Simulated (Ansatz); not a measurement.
Program: Ansatz. Geometries: PBE0-D4/def2-TZVP. ΔE: electronic, gas phase. CCSD(T)/CBS adds triple-zeta CCSD(T) − MP2 to the extrapolated MP2 energy (def2 sets, frozen cores). This one scheme is used for every species. Functionals use def2-TZVPP. B3LYP here is the variant with VWN-RPA as its local correlation; programs differ in this. Each species was taken in one conformer, which may not be the lowest.

`C=N[SiH](O)F` + H–F → `C=N[SiH](F)F` + H₂O  (ligand exchange at the Si–O bond)

| level | ΔE (eV) |
| --- | --- |
| PBE-D4 | -0.40 |
| B3LYP | -0.46 |
| MP2/def2-SVP | -0.40 |
| SCS-MP2/def2-QZVPP | -0.43 |

Task: What does CCSD(T)/CBS give? (Best estimate.)

Result: Computed: -0.42 eV. The listed levels differ from it by 0.02, -0.04, 0.02, -0.01 eV.

Task: What do rigid-rotor, harmonic-oscillator terms from PBE0-D4/def2-TZVP frequencies (298.15 K, 1 bar) make of the CCSD(T)/CBS value? (Best estimate.)

Result: Computed: ΔZPE = +0.03 eV, ΔH = -0.40 eV, ΔS = -3 J/(mol·K), ΔG = -0.39 eV.

Largest T1 diagnostic among the species: 0.013.

In def2-TZVPP, CCSD(T) changes the Hartree–Fock value by +0.07 eV (the triples alone add +0.01 eV) and MP2 by +0.09 eV. Leaving LDA and LC-ωPBE aside and taking each functional with its dispersion term where it has one, the values, not all of them listed here, spread over 0.07 eV, from B97M-V to revPBE-D4. LDA lies +0.06 eV from PBE without D4.
